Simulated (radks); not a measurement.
Problem. Species: Kr6+. Configuration: [Ar] 3d10 4s2. Method: scalar-relativistic Kohn-Sham, r2SCAN, spin-polarised, spherical densities, finite nucleus; meta-GGA in the generalised Kohn-Sham scheme; Fermi nuclear charge, rms radius 4.1884 fm; computed with a radial shooting solver on a logarithmic mesh with Libxc functionals. Some entries of the table are withheld. Estimate them.

| orbital | occ. | eigenvalue (eV) | <r^2> (bohr^2) | r(max) (bohr) |
|---|---|---|---|---|
| 1s | 2 | -14290.62 | 0.002319 | 0.02708 |
| 2s | 2 | -1973.297 | 0.03963 | 0.1541 |
| 2p | 6 | -1753.599 | 0.03135 | 0.1234 |
| 3s | 2 | -362.9623 | (1) | 0.4659 |
| 3p | 6 | -292.0251 | 0.3376 | 0.4624 |
| 3d | 10 | -174.9743 | 0.3661 | 0.4114 |
| 4s | 2 | (2) | 2.094 | 1.249 |
| 4p | 0 | -84.0098 | 2.474 | 1.353 |

Solution. 
(1) 3s <r^2> (bohr^2): 0.3200
(2) 4s eigenvalue (eV): -102.5821
